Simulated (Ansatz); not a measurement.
Consider the formal exchange of groups at a Ge–C bond: `[CH3][GeH]([F])[Cl]` + `CC` → `C[CH2][GeH]([F])[Cl]` + CH₄.

Program: Ansatz. Geometries: PBE0-D4/def2-TZVP. ΔE: electronic, gas phase. CBS: MP2 limit from def2 TZ/QZ plus the TZ coupled-cluster correction, frozen cores. This one scheme is used for every species. DFT in def2-TZVPP. B3LYP here is the variant with VWN-RPA as its local correlation; programs differ in this. For Ge outer-core shells are correlated without core-valence functions, which leaves a few kJ/mol of doubt a bond. Scalar relativity is left out up to krypton. Each species was taken in one conformer, which may not be the lowest.

Problem. Is it downhill or uphill in electronic energy at CCSD(T)/CBS, and by how much? (Best estimate.)

Solution. Computed: Nearly level: ΔE = -0.4 kcal/mol.

Problem. What do these levels give: r2SCAN-D4, B3LYP-D4, ωB97M-V, PBE, PBE0, HF/def2-TZVPP? (Best estimate.)

Solution. Computed: r2SCAN-D4 -0.1, B3LYP-D4 -0.3, ωB97M-V 0.0, PBE 0.4, PBE0 0.7, HF/def2-TZVPP 1.7 kcal/mol.

Largest T1 diagnostic among the species: 0.011.

The D4 term adds −1.2 kcal/mol with B3LYP and −0.7 kcal/mol with PBE0; it sums over pairs of atoms, weighted by their polarisabilities, and B3LYP, whose exchange is more repulsive, gets the larger term. In def2-TZVPP, CCSD(T) changes the Hartree–Fock value by −1.9 kcal/mol (the triples alone add −0.3 kcal/mol) and MP2 by −2.2 kcal/mol.
